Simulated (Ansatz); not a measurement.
Species: C9H6S, SMILES `S=C1C=c2ccccc2=C1` (charge 0, multiplicity 1).

Question: Give a relaxed geometry from PBE-D3(BJ)/def2-SVP (Ansatz, a program for electronic structure).

Answer: the end point of this relaxation (outside a Z-matrix the atoms follow the SMILES, hydrogens last).
Bonded distances (Å): S1–C2 1.651, C2–C3 1.478, C2–C10 1.478, C3–C4 1.376, C3–H11 1.096, C4–C5 1.441, C4–C9 1.510, C5–C6 1.372, C5–H12 1.100, C6–C7 1.459, C6–H13 1.101, C7–C8 1.372, C7–H14 1.101, C8–C9 1.441, C8–H15 1.100, C9–C10 1.376, C10–H16 1.096. Bond angles (°): S1–C2–C3 125.9, S1–C2–C10 125.9, C3–C2–C10 108.2, C2–C3–C4 107.2, C2–C3–H11 124.0, C4–C3–H11 128.8, C3–C4–C5 132.2, C3–C4–C9 108.7, C5–C4–C9 119.0, C4–C5–C6 119.1, C4–C5–H12 119.8, C6–C5–H12 121.2, C5–C6–C7 121.9, C5–C6–H13 119.9, C7–C6–H13 118.2, C6–C7–C8 121.9, C6–C7–H14 118.2, C8–C7–H14 119.9, C7–C8–C9 119.1, C7–C8–H15 121.2, C9–C8–H15 119.8, C4–C9–C8 119.0, C4–C9–C10 108.7, C8–C9–C10 132.2, C2–C10–C9 107.2, C2–C10–H16 124.0, C9–C10–H16 128.8.
